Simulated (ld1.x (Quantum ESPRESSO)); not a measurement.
**Pseudopotential generation for manganese: TM, PBE, non-relativistic.**

Mn, norm-conserving Troullier–Martins (Kleinman–Bylander form), made with ld1.x (Quantum ESPRESSO) 7.5 (PBE, non-relativistic). Core [Ne] 3s2, reference 3p6 3d5 4s2 4p0. Waves: 4s (bound): rc 2.75 bohr; 3p (bound): rc 1.25 bohr; 3d (bound): rc 1.80 bohr. Local part: the d channel. Core correction: a·sin(br)/r model core, default radius (core density twice the valence density).

* Cutoffs needed: 80 Ry and 140 Ry (the cutoffs (Ry, on a coarse ladder) from which the occupation-weighted sum of valence levels, in a spherical-Bessel basis at the reference potential, stays within 10 and 1 mRy of its value at 400 Ry)
* Ghost test: ghost state, extra bound levels that the all-electron valence spectrum of the same l lacks: s at -139.0 eV; a true bound ghost makes a file unfit for plane-wave use (spherical-Bessel basis up to 400 Ry, 20 bohr box)
* Largest excitation error: +91 meV (all-electron minus pseudo) for 3p6 3d3 4s0 4p0, out of 7 test configurations
